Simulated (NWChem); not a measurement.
Molecule: Si₂H₄OCl₂; SMILES O[Si@H]([SiH2]Cl)Cl

```xyz
9

O      1.6881     0.9749    -0.6278
Si     0.3589     0.8634     0.3548
Cl    -0.9093     2.5130     0.1118
Si    -0.8355    -1.0383    -0.3171
Cl     0.2449    -2.7644     0.1476
H      2.3491     1.6524    -0.4209
H      0.7355     0.8724     1.7926
H     -2.1277    -1.1038     0.4106
H     -1.0860    -1.0205    -1.7793
```
Atoms are numbered in this order, from 1.

All runs: NWChem. Pople sets run with spherical d functions. Geometry: optimised at B3LYP/6-31G* (spherical d). Atomic charges in e: unrestrained fits to the electrostatic potential beside Mulliken populations; buried atoms are poorly determined by the fit.

Task: What does the run give for Hartree-Fock/6-31G*? Quantities: ESP O1; Mulliken O1; ESP Si2; Mulliken Si2; ESP Cl3; Mulliken Cl3; ESP Si4; Mulliken Si4; ESP Cl5; Mulliken Cl5; relative RMS misfit of the potential (%).

Result: The ESP O1 is -0.76. The Mulliken O1 comes out as -0.88, the ESP Si2 is 0.78 and the Mulliken Si2 is 0.93. The ESP Cl3 is -0.33 and the Mulliken Cl3 comes out as -0.39. The ESP Si4 is 0.51, the Mulliken Si4 is 0.56 and the ESP Cl5 is -0.29. The Mulliken Cl5 is -0.37 and the relative RMS misfit of the potential (%) is 27.
